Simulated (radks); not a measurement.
Problem. These are the eigenvalues of the occupied orbitals of an atom or ion with whole-number occupations (hartree). Calculated with a radial shooting solver on a logarithmic mesh with Libxc functionals: scalar-relativistic Kohn-Sham, Wu-Cohen GGA, spin-polarised, spherical densities, point nucleus.

| orbital | eigenvalue |
|---|---|
| 1s up | -1595.085 |
| 1s down | -1595.085 |
| 2s up | -258.1559 |
| 2s down | -258.1552 |
| 2p up | -230.8255 |
| 2p down | -230.8250 |
| 3s up | -56.17229 |
| 3s down | -56.13303 |
| 3p up | -47.55271 |
| 3p down | -47.51377 |
| 3d up | -35.58102 |
| 3d down | -35.55067 |
| 4s up | -11.37115 |
| 4s down | -11.26462 |
| 4p up | -8.54873 |
| 4p down | -8.44151 |
| 4d up | -4.53652 |
| 4d down | -4.42917 |
| 5s up | -1.73160 |
| 5s down | -1.66278 |
| 5p up | -1.05090 |
| 5p down | -0.99412 |
| 6s up | -0.31693 |
| 4f up | -0.31393 |

Which element is it, and in what charge state? The configuration may be excited. Open shells, if any, are filled with parallel spins first.

Solution. Z = 60, neodymium, charge +1: Nd+ in [Xe] 4f4 6s1. The list shows which subshells hold electrons but not how many an open one holds; the 1s level, -1595.1 hartree, gives Z - s = 56.5 by -(Z - s)^2/2, which with screening and relativity narrows Z to a few neighbours, and the depths of the outer levels then fix element, charge and occupations together.
